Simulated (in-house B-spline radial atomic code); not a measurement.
# Tm⁷⁺: 1s1 2s2 2p6 3s2 3p6 3d10 4s2 4p6 4d10 4f11 5s2 5p4 (with a hole in an inner shell)

Level of theory: Dirac-Hartree-Fock, average of configuration, Fermi nucleus of rms radius 5.2256 fm; calculated with a radial B-spline atomic code at the basis-set limit.

Screening seen three ways: the hydrogenic charge with the same mean radius, Z_r = [3n² - l(l+1)]/(2<r>), the one with the same energy, Z_e = n√(-2ε), and Slater's rules. Values are occupation-weighted means over j. An effective charge above Z reflects the relativistic contraction of the inner shells.

| shell | electrons | ε (eV) | <r> (bohr) | Z_r | Z_e | Slater |
| --- | --- | --- | --- | --- | --- | --- |
| 1s | 1 | -60976 | 0.01996 | 75.15 | 66.95 | 69.00 |
| 2s | 2 | -10588 | 0.08333 | 72.00 | 55.79 | 65.70 |
| 2p | 6 | -9471.9 | 0.07396 | 67.60 | 52.77 | 65.70 |
| 3s | 2 | -2541.5 | 0.217 | 62.22 | 41.00 | 58.75 |
| 3p | 6 | -2185.3 | 0.2154 | 58.04 | 38.02 | 58.75 |
| 3d | 10 | -1708.2 | 0.196 | 53.58 | 33.61 | 48.85 |
| 4s | 2 | -625.44 | 0.489 | 49.08 | 27.12 | 42.25 |
| 4p | 6 | -502.52 | 0.5154 | 44.63 | 24.31 | 42.25 |
| 4d | 10 | -326.89 | 0.5534 | 37.94 | 19.61 | 30.85 |
| 5s | 2 | -167.29 | 1.131 | 33.14 | 17.53 | 15.60 |
| 4f | 11 | -134.33 | 0.645 | 27.91 | 12.57 | 20.50 |
| 5p | 4 | -133.14 | 1.256 | 29.05 | 15.64 | 15.60 |

The least bound orbital is 5p3/2 at -130.3 eV, and it is also the most diffuse (<r> = 1.279 bohr). The part-filled 1s shell lies below the filled 5s shell in orbital energy.

Spin-orbit splittings of the orbital energies (j = l + 1/2 above j = l - 1/2 when positive): 2p 1032 eV, 3p 222.9 eV, 3d 48.97 eV, 4p 51.44 eV, 4d 9.784 eV, 4f 1.622 eV, 5p 8.673 eV.

For the 1s electron the small component carries 6.72 % of the norm, the zero-frequency Breit interaction raises the level by 69.29 eV, self-energy by 118.8 eV, and vacuum polarisation lowers it by 20.88 eV.
